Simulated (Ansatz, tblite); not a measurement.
Forces on [NbO3(OH)]2- (NbO4H²⁻) at its B3LYP-D4/def2-SVPD geometry. Charge -2, multiplicity 1.

In the def2 sets Nb takes a core potential; there is no spin–orbit coupling. The xTB rows come from tblite. A multiply charged anion in the gas phase is held together partly by the finite basis. At PBE0-D4/def2-TZVPD the highest occupied level of the charge -2 singlet lies above zero (up to 2.71 eV). The electron is either unbound and held by the finite basis, or the level is raised by self-interaction error.

GFN1-xTB (tblite), largest force 1.79 eV/Å:

```xyz
6
positions Å, forces eV/Å
Nb   -0.331    0.178   -0.334   -0.725   -0.009   -1.017
O    -2.041    0.482    0.223    1.628   -0.313   -0.554
O     0.259    1.524   -1.416   -0.562   -1.305    1.015
O    -0.146   -1.461   -1.124   -0.158    1.597    0.799
O     0.913    0.068    1.342   -0.071   -0.004   -0.114
H     1.346   -0.792    1.309   -0.112    0.034   -0.129
```

GFN2-xTB (tblite), largest force 1.16 eV/Å:

```
Nb -0.719 0.137 -0.906
O 0.730 -0.158 -0.397
O -0.362 -0.655 0.393
O -0.124 0.761 0.310
O 0.451 0.034 0.653
H 0.023 -0.120 -0.054
```

PBE0-D4/def2-TZVPD (Ansatz), largest force 0.56 eV/Å:

```
Nb -0.109 -0.065 -0.206
O 0.522 -0.087 -0.167
O -0.184 -0.404 0.332
O -0.058 0.504 0.241
O -0.031 -0.125 -0.143
H -0.140 0.177 -0.056
```
